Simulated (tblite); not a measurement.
A geometry optimisation, step by step.

C4H11NSi.
Atom-mapped SMILES: `[CH3:1][N:2]([CH3:3])[SiH:4]1[CH2:5][CH2:6]1` (hydrogens: H7, H8, H9 on C1; H10, H11, H12 on C3; H13 on Si4; H14, H15 on C5; H16, H17 on C6)

Computed with GFN2-xTB (tblite), gas phase: L-BFGS steps from a force-field or distance-geometry start until the largest atomic force falls under 0.01 eV/Å. 8 of its 102 geometries are shown.

Step 0: E = -510.1202 eV, largest atomic force 2.234 eV/Å
```
atom  x, y, z in Å  |  force x, y, z in eV/Å
C1     -1.546   -1.195   -0.302   -0.800  -0.496  -0.144
N2     -0.873    0.083   -0.467    0.868   0.191   2.050
C3     -1.748    1.054    0.176   -1.498   0.382  -1.555
Si4     0.645    0.141    0.458   -1.578   0.676   0.423
C5      2.192    0.784   -0.322    0.632   1.191  -0.725
C6      2.160   -0.723   -0.111    1.183  -1.126   0.331
H7     -2.429   -1.066    0.377    0.645  -0.438  -0.570
H8     -0.920   -1.978    0.129   -0.036   0.044  -0.239
H9     -1.899   -1.507   -1.297   -0.060  -0.119   0.307
H10    -2.744    0.928   -0.342    0.646   0.384   0.407
H11    -1.436    2.090   -0.028    0.122  -0.477   0.430
H12    -1.937    0.831    1.234    0.261   0.435  -0.097
H13     0.471    0.554    1.870    0.106  -0.374  -0.248
H14     2.956    1.285    0.307   -0.671  -0.067  -0.896
H15     2.069    1.147   -1.382    0.708  -0.413   1.302
H16     2.201   -1.318   -1.017    0.010  -0.093   0.323
H17     2.831   -1.096    0.707   -0.538   0.300  -1.098
```

Step 14: E = -510.7991 eV, largest atomic force 0.267 eV/Å
```
atom  x, y, z in Å  |  force x, y, z in eV/Å
C1     -1.562   -1.264   -0.281   -0.066  -0.112   0.024
N2     -0.920    0.023   -0.116   -0.064   0.052  -0.093
C3     -1.838    1.109    0.154   -0.109   0.032  -0.114
Si4     0.655    0.199    0.546   -0.093  -0.069   0.055
C5      2.188    0.810   -0.358    0.063   0.039  -0.005
C6      2.163   -0.705   -0.090   -0.026  -0.109   0.006
H7     -2.439   -1.357    0.369    0.023   0.065   0.009
H8     -0.881   -2.069   -0.019    0.126  -0.005  -0.029
H9     -1.887   -1.426   -1.315   -0.013   0.176   0.038
H10    -2.739    1.038   -0.462    0.134  -0.117  -0.081
H11    -1.352    2.058   -0.071   -0.002  -0.047   0.070
H12    -2.160    1.118    1.204    0.017   0.024  -0.025
H13     0.616    0.426    1.980    0.122   0.100   0.215
H14     2.921    1.357    0.215    0.034   0.045   0.036
H15     2.234    1.096   -1.400   -0.173   0.016   0.010
H16     2.099   -1.318   -0.974    0.027  -0.103  -0.071
H17     2.896   -1.083    0.608   -0.001   0.013  -0.046
```

Step 29: E = -510.8986 eV, largest atomic force 0.202 eV/Å
```
atom  x, y, z in Å  |  force x, y, z in eV/Å
C1     -1.519   -1.249   -0.255    0.033   0.109   0.052
N2     -0.875    0.020    0.011    0.153   0.024  -0.072
C3     -1.820    1.111    0.091    0.053  -0.084  -0.033
Si4     0.682    0.171    0.719    0.036  -0.016   0.045
C5      2.120    0.789   -0.328   -0.075   0.157   0.039
C6      2.126   -0.727   -0.088   -0.168  -0.084   0.073
H7     -2.333   -1.421    0.458    0.005  -0.100  -0.003
H8     -0.804   -2.067   -0.185   -0.011   0.103   0.019
H9     -1.941   -1.238   -1.266   -0.019  -0.024   0.053
H10    -2.587    0.974   -0.672   -0.035   0.054  -0.071
H11    -1.323    2.065   -0.083    0.043  -0.100   0.063
H12    -2.317    1.143    1.067   -0.025   0.034   0.027
H13     0.780    0.440    2.158   -0.052  -0.064  -0.119
H14     2.928    1.337    0.132    0.055   0.026   0.049
H15     1.967    1.111   -1.347    0.008  -0.065  -0.068
H16     1.991   -1.342   -0.965   -0.009  -0.013   0.006
H17     2.918   -1.105    0.543    0.009   0.042  -0.063
```

Step 43: E = -510.9272 eV, largest atomic force 0.066 eV/Å
```
atom  x, y, z in Å  |  force x, y, z in eV/Å
C1     -1.482   -1.246   -0.226    0.005   0.004  -0.006
N2     -0.844    0.032   -0.021   -0.030   0.004   0.002
C3     -1.786    1.121    0.049   -0.008  -0.001   0.009
Si4     0.674    0.173    0.767    0.009   0.014  -0.035
C5      2.072    0.794   -0.326    0.009   0.012   0.035
C6      2.079   -0.729   -0.083    0.024   0.042  -0.031
H7     -2.224   -1.470    0.551    0.053  -0.003   0.003
H8     -0.723   -2.025   -0.232   -0.060  -0.024   0.012
H9     -1.995   -1.246   -1.193   -0.013  -0.007   0.019
H10    -2.489    1.053   -0.784   -0.002   0.014  -0.018
H11    -1.256    2.068   -0.015    0.007  -0.008   0.014
H12    -2.363    1.107    0.984   -0.025  -0.001  -0.023
H13     0.727    0.380    2.210    0.015   0.002  -0.027
H14     2.900    1.334    0.111    0.008  -0.005  -0.015
H15     1.891    1.104   -1.347    0.000  -0.017   0.059
H16     1.901   -1.341   -0.956    0.025  -0.003   0.022
H17     2.910   -1.098    0.501   -0.017  -0.020  -0.019
```

Step 58: E = -510.9357 eV, largest atomic force 0.076 eV/Å
```
atom  x, y, z in Å  |  force x, y, z in eV/Å
C1     -1.498   -1.255   -0.195   -0.004  -0.008   0.009
N2     -0.852    0.026   -0.029    0.018  -0.004  -0.020
C3     -1.788    1.122    0.021    0.005   0.005   0.005
Si4     0.672    0.166    0.750   -0.005  -0.017   0.004
C5      2.083    0.807   -0.310    0.046  -0.051  -0.033
C6      2.089   -0.721   -0.101   -0.024  -0.003   0.008
H7     -2.180   -1.484    0.633   -0.002   0.007   0.024
H8     -0.742   -2.032   -0.251   -0.009  -0.026   0.005
H9     -2.080   -1.262   -1.121    0.004   0.036  -0.006
H10    -2.426    1.114   -0.868    0.024  -0.029   0.027
H11    -1.240    2.061    0.050   -0.015   0.016   0.004
H12    -2.434    1.066    0.907   -0.016   0.009  -0.026
H13     0.740    0.366    2.193   -0.010  -0.013  -0.011
H14     2.917    1.336    0.127   -0.022   0.026   0.034
H15     1.901    1.127   -1.326    0.013   0.014  -0.010
H16     1.929   -1.316   -0.990    0.005   0.007   0.030
H17     2.902   -1.110    0.496   -0.008   0.032  -0.045
```

Step 72: E = -510.9386 eV, largest atomic force 0.017 eV/Å
```
atom  x, y, z in Å  |  force x, y, z in eV/Å
C1     -1.512   -1.255   -0.175    0.001   0.001   0.003
N2     -0.851    0.020   -0.032    0.001   0.005  -0.004
C3     -1.786    1.117    0.008   -0.001   0.006  -0.003
Si4     0.676    0.158    0.739   -0.006   0.003   0.004
C5      2.092    0.810   -0.310   -0.003   0.001   0.003
C6      2.100   -0.718   -0.110   -0.001  -0.005  -0.003
H7     -2.172   -1.473    0.674   -0.001  -0.002   0.001
H8     -0.768   -2.043   -0.251   -0.007  -0.010   0.004
H9     -2.120   -1.251   -1.084    0.002  -0.006   0.000
H10    -2.394    1.119   -0.901    0.002  -0.005   0.000
H11    -1.246    2.058    0.071    0.008   0.003  -0.005
H12    -2.464    1.045    0.869    0.003   0.005   0.001
H13     0.740    0.349    2.184    0.001  -0.006   0.007
H14     2.909    1.343    0.155    0.001   0.000   0.005
H15     1.929    1.146   -1.324   -0.004  -0.001  -0.001
H16     1.940   -1.308   -1.000    0.001   0.005  -0.016
H17     2.918   -1.107    0.478    0.003   0.006   0.004
```

Step 87: E = -510.9436 eV, largest atomic force 0.039 eV/Å
```
atom  x, y, z in Å  |  force x, y, z in eV/Å
C1     -1.571   -1.274   -0.091   -0.023   0.002  -0.009
N2     -0.843   -0.029   -0.054    0.001   0.015   0.013
C3     -1.724    1.113   -0.082   -0.003   0.017  -0.005
Si4     0.674    0.067    0.744    0.027  -0.010   0.007
C5      2.059    0.860   -0.241    0.012   0.015  -0.002
C6      2.129   -0.678   -0.176    0.015   0.028  -0.020
H7     -2.230   -1.387    0.778   -0.009  -0.026   0.020
H8     -0.874   -2.107   -0.113    0.003   0.004   0.001
H9     -2.191   -1.304   -0.990   -0.017  -0.023  -0.027
H10    -2.345    1.081   -0.982    0.009  -0.025   0.006
H11    -1.135    2.027   -0.099    0.004   0.012   0.012
H12    -2.390    1.138    0.790    0.009   0.012  -0.009
H13     0.746    0.109    2.202   -0.015   0.012  -0.002
H14     2.851    1.389    0.267    0.015  -0.018   0.022
H15     1.878    1.277   -1.222   -0.015  -0.010  -0.005
H16     1.999   -1.188   -1.120   -0.006  -0.011   0.010
H17     2.962   -1.082    0.381   -0.005   0.007  -0.011
```

Step 101: E = -510.9447 eV, largest atomic force 0.009 eV/Å
```
atom  x, y, z in Å  |  force x, y, z in eV/Å
C1     -1.589   -1.280   -0.068   -0.006  -0.002  -0.002
N2     -0.844   -0.044   -0.044    0.002  -0.004  -0.001
C3     -1.705    1.113   -0.105   -0.004   0.002  -0.003
Si4     0.677    0.041    0.748   -0.007   0.003   0.004
C5      2.050    0.873   -0.222    0.005   0.003  -0.001
C6      2.136   -0.664   -0.197    0.002  -0.003   0.000
H7     -2.248   -1.381    0.804    0.003   0.001   0.002
H8     -0.900   -2.120   -0.082   -0.001   0.000  -0.001
H9     -2.211   -1.316   -0.966    0.003  -0.003  -0.002
H10    -2.324    1.063   -1.005    0.005  -0.002   0.000
H11    -1.101    2.016   -0.143    0.005  -0.001  -0.001
H12    -2.374    1.175    0.763   -0.002  -0.001   0.006
H13     0.743    0.058    2.206    0.001   0.005   0.003
H14     2.841    1.392    0.298    0.002   0.005   0.006
H15     1.858    1.313   -1.190    0.000   0.002  -0.004
H16     2.006   -1.156   -1.150   -0.006  -0.002  -0.005
H17     2.977   -1.071    0.345   -0.001  -0.003  -0.001
```

Question: Summarise the path.

Answer: The energy falls by 19.01 kcal/mol from step 0 to step 101; nine tenths of that is first reached at step 21. It falls at every step. The largest force goes from 2.234 to 0.009 eV/Å. Among the bonds N2–Si4 changes most, from 1.779 to 1.717 Å; the atoms move by 0.435 Å rms after alignment.

Question: Follow the three bonds and two angles with the largest change from start to end.

Answer: 
```csv
step,E above end (kcal/mol),largest force (eV/Å),N2–Si4 (Å),C5–H15 (Å),Si4–C6 (Å),C3–N2–Si4 (°),C1–N2–Si4 (°)
0,19.01,2.234,1.779,1.128,1.834,105.2,111.4
4,9.22,0.615,1.720,1.068,1.869,111.1,117.4
9,4.81,0.358,1.736,1.084,1.878,112.8,119.8
13,3.55,0.228,1.721,1.080,1.873,115.0,122.3
18,2.49,0.249,1.713,1.083,1.872,118.1,123.1
22,1.68,0.183,1.715,1.077,1.880,120.0,123.7
26,1.36,0.114,1.715,1.083,1.876,120.6,123.7
31,0.85,0.143,1.719,1.079,1.878,119.8,123.8
35,0.65,0.132,1.717,1.083,1.872,120.0,123.3
40,0.48,0.098,1.717,1.079,1.876,119.5,122.7
44,0.39,0.067,1.716,1.082,1.873,119.7,121.7
48,0.34,0.049,1.716,1.080,1.874,119.8,121.4
53,0.27,0.071,1.717,1.081,1.874,119.5,121.3
57,0.22,0.069,1.718,1.080,1.875,119.9,121.4
61,0.16,0.043,1.716,1.081,1.874,119.9,121.6
66,0.15,0.019,1.716,1.081,1.875,120.2,121.6
70,0.14,0.014,1.716,1.081,1.875,120.2,121.5
75,0.14,0.022,1.717,1.080,1.875,120.2,121.5
79,0.13,0.050,1.718,1.081,1.876,120.2,121.1
83,0.10,0.071,1.718,1.080,1.875,120.2,120.9
88,0.02,0.028,1.717,1.081,1.876,120.4,120.3
92,0.01,0.021,1.717,1.081,1.876,120.5,120.5
97,0.00,0.011,1.717,1.081,1.877,120.6,120.5
101,0.00,0.009,1.717,1.080,1.877,120.6,120.4
```

The cost below is that of the whole relaxation. Time: 1.0 s of wall time. Hardware: Arm Neoverse N1, one thread, shared host with 64 logical CPUs at a one-minute load of 57.
